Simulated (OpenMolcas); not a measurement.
Ce3+ among 8 point charges of -1.5 e arranged as a cube (Oh), 2.79 Å from the ion.
```
   1.6108    1.6108    1.6108  -1.50
   1.6108    1.6108   -1.6108  -1.50
   1.6108   -1.6108    1.6108  -1.50
   1.6108   -1.6108   -1.6108  -1.50
  -1.6108    1.6108    1.6108  -1.50
  -1.6108    1.6108   -1.6108  -1.50
  -1.6108   -1.6108    1.6108  -1.50
  -1.6108   -1.6108   -1.6108  -1.50
```

```json
{
  "Program": "OpenMolcas 26.06",
  "Method": "CASSCF",
  "Basis": "ANO-RCC-VDZP [7s6p4d2f1g]",
  "Scalar Hamiltonian": "DKH2, point nucleus",
  "Active space": "1 electron in 7 orbitals (4f)",
  "State averaging": "2S+1 = 2 odd, 7 roots",
  "Spin-orbit coupling": "RASSI with atomic mean-field integrals over the reference wave functions"
}
```

Q: What is the spin-free ground state (labels of O, the rotations of Oh)?

A: 2T1, 3-fold in its orbital part, 100 % from free-ion F terms; it has the highest spin that f1 allows.

Q: Where is the first state of the same spin?

A: 2T2 at 163 cm-1 above the ground state.

Q: What are the lowest two levels with spin-orbit coupling?

A: A 4-fold level Γ8, then a 2-fold level Γ7 266.9 cm-1 above it. Their leading multiplicities are 2 (100 %) and 2 (100 %).

Q: What is χT at 300 K, and how does it compare with the textbook value?

A: Hund's rules give f1 the level 2F5/2 with g = 0.857, so an isolated free-ion multiplet has χT = g² J(J+1) / 8 = 0.804 cm3 K/mol. The computed 0.768 at 300 K differs by -4 %, through the field's splitting, the mixing of terms and any other multiplet in reach.

Point charges carry no covalency, so the field is a model and not that of real ligands. No measured value stands beside these numbers.
